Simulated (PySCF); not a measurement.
Molecule: `O=C(C1CC1)C1CC1`, C$_{7}$H$_{10}$O.

Atoms are numbered as in `[O:1]=[C:2]([CH:3]1[CH2:4][CH2:5]1)[CH:6]1[CH2:7][CH2:8]1` (H(Xn): hydrogen on atom n). Ha(C4), Ha(C5), Ha(C7), Ha(C8) are cis to C2 on the ring; Hb(C4), Hb(C5), Hb(C7), Hb(C8) are trans to C2 on the ring.

Geometry PBE0-D3(BJ)/def2-SVP throughout; GIAO in PySCF, gas phase, one conformer, non-relativistic; equivalent atoms averaged; functional PBE0.

For orientation, 6-31G gives these shifts δ (against H2O, TMS at the same level): O1 511.6, C2 205.6, C3/C6 25.5, C4/C5/C7/C8 15.1, H(C3)/H(C6) 1.85, Ha(C4)/Ha(C5)/Ha(C7)/Ha(C8) 1.37, Hb(C4)/Hb(C5)/Hb(C7)/Hb(C8) 1.06 ppm.

A run gave: O1 484.5, C2 209.2, C3/C6 23.1, C4/C5/C7/C8 13.6, H(C3)/H(C6) 2.02, Ha(C4)/Ha(C5)/Ha(C7)/Ha(C8) 1.12, Hb(C4)/Hb(C5)/Hb(C7)/Hb(C8) 0.81 ppm (shifts δ (against H2O, TMS at the same level)).

Task: Which basis set was used in that run?
A. def2-SVP
B. def2-TZVP
C. aug-cc-pVDZ
D. pcSseg-0

Result: C. O1 tells them apart best: aug-cc-pVDZ gives 484.5, pcSseg-0 gives 610.6, def2-TZVP gives 522.3, def2-SVP gives 509.4 ppm.
